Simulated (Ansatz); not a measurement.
The cluster CaCl2, relaxed as a singlet with RKS r2SCAN-D4/def2-TZVP in Ansatz, starting from the GFN2-xTB geometry. Force threshold 0.02 eV/Å.

The structure comes from a short search, and lower isomers may exist.

Start:

Cartesian coordinates in Å:
```
Ca -0.3253 -0.4279 0.6437
Cl -1.0391 1.7528 0.0954
Cl 1.3643 -1.3249 -0.7391
```

```csv
step,energy (eV),largest force component (eV/Å),SCF passes
1,-43486.2294,0.651,16
2,-43486.3520,0.302,24
3,-43486.4134,0.171,24
4,-43486.4326,0.081,24
5,-43486.4391,0.031,18
6,-43486.4423,0.020,19
7,-43486.4430,0.004,19
8,-43486.4432,0.022,19
9,-43486.4434,0.008,19
```

Force components are those of the run's own axes.

End:

```xyz
3

Ca   -0.025   -0.033    0.049
Cl   -1.468    1.912    0.489
Cl    1.493   -1.879   -0.539
```

By distances, no bond broke or formed. The bond that changes most is Ca1–Cl2, from 2.36 to 2.46 Å (atoms count from 1).

The force fell under the threshold at step 6, but the optimiser went on. No frequencies were taken in this run, so the end may be a saddle point.

Run time 35 s (4 threads of Intel Xeon on a shared host).
